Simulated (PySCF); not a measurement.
Computed shifts of a molecule C2H6FGaO, HF/pcSseg-1 in PySCF, GIAO, gas phase, atoms alike by connectivity averaged where their shifts nearly agree, in ppm (number of nuclei): ¹⁹F: -156.0 (1). ¹³C: 52.3 (1), -15.2 (1). ¹H: 3.92 (3), 0.46 (3). References: ¹⁹F against CFCl3 (σ = 238.5 ppm); ¹³C against TMS (σ = 192.6 ppm); ¹H against TMS (σ = 31.99 ppm); ¹⁷O against H2O (σ = 333.0 ppm), references at their B3LYP-D3(BJ)/def2-TZVP geometries, non-relativistic. Coordinates come from a B3LYP-D3(BJ)/def2-SVP optimisation. The values are those of a single conformer.

Problem. Identify the compound among the candidates.
A. C[O][Ga]([CH3])[F]
B. C[CH2][Ga]([OH])[F]
C. CC[O][GaH][F]

Solution. A, C[O][Ga]([CH3])[F]
